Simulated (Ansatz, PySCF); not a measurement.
Gas-phase reaction in SMILES: CC(=O)[O][GeH3] [germyl acetate] + 5 [H][H] (H2) -> 2 C (CH4) + [GeH4] (GeH4) + 2 O (H2O)
Geometries: B3LYP-D3(BJ)/def2-TZVP minima from Ansatz (an electronic-structure program), one conformer each, not searched for the lowest.
Geometry of the first species:
SMILES: CC(=O)[O][GeH3]
```xyz
11

C      2.7758     0.1158    -0.2970
C      1.3697    -0.2465     0.0946
O      1.0723    -1.1549     0.8383
O      0.4528     0.5469    -0.4679
Ge    -1.2907     0.1474    -0.0217
H      2.8817     0.0558    -1.3810
H      3.4795    -0.5567     0.1852
H      2.9831     1.1468    -0.0077
H     -1.6164    -1.2643    -0.5134
H     -1.4686     0.3252     1.4874
H     -2.0315     1.2250    -0.8231
```

Quantity: energy of full hydrogenation (enthalpy at 298 K, with B3LYP-D3(BJ) rigid-rotor harmonic-oscillator terms from PySCF), in kcal/mol. Valence correlation only, unless marked. No spin-orbit coupling. The frozen core is the preceding noble-gas configuration, with the filled d and f shells of earlier blocks. Non-relativistic. Basis-set limits of correlation are two-point, X^-3; Hartree-Fock from the larger set.

```json
[
 {"level": "PBE-D3(BJ)/def2-TZVPD", "program": "Ansatz + dftd3", "energy of full hydrogenation (kcal/mol)": "-37.8"},
 {"level": "B3LYP-D4/def2-TZVPD", "program": "Ansatz + dftd4", "energy of full hydrogenation (kcal/mol)": "-37.3"},
 {"level": "B3LYP/def2-TZVPD", "program": "Ansatz", "energy of full hydrogenation (kcal/mol)": "-41.8"},
 {"level": "LC-wPBE/def2-TZVPD", "program": "Ansatz", "energy of full hydrogenation (kcal/mol)": "-46.2"}
]
```

**Question.** Estimate the value at CCSD(T)/CBS(cc-pVTZ,cc-pVQZ) as computed with Ansatz.

**Answer.** -40.4 kcal/mol, so LC-wPBE/def2-TZVPD differs from it by -5.8 kcal/mol.
